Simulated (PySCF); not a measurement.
F3Nb, neutral, multiplicity 3. Atoms are numbered in the order given.

```xyz
4

Nb     0.0000     0.0000    -0.0586
F      0.0000     0.0000    -1.9126
F      0.0000    -1.4853     1.0897
F      0.0000     1.4853     1.0897
```
Charge 0, spin multiplicity 3.

Geometry: PBE0-D3(BJ)/def2-TZVP. The spin state was assumed, not searched. The def2 effective core potentials stand for the cores of Nb; spin–orbit coupling is left out.

Method: PySCF with r2SCAN/def2-TZVPD.

Mulliken values depend strongly on the basis, most of all with diffuse functions as here. ESP charges are fitted to the potential on shells at 1.4 to 2.0 van der Waals radii. Atomic charges (e):

```
atom  ESP fit  Mulliken  Mulliken spin
----  -------  --------  -------------
Nb1      0.87      1.68           2.07
F2      -0.26     -0.56          -0.04
F3      -0.30     -0.56          -0.01
F4      -0.30     -0.56          -0.01
```
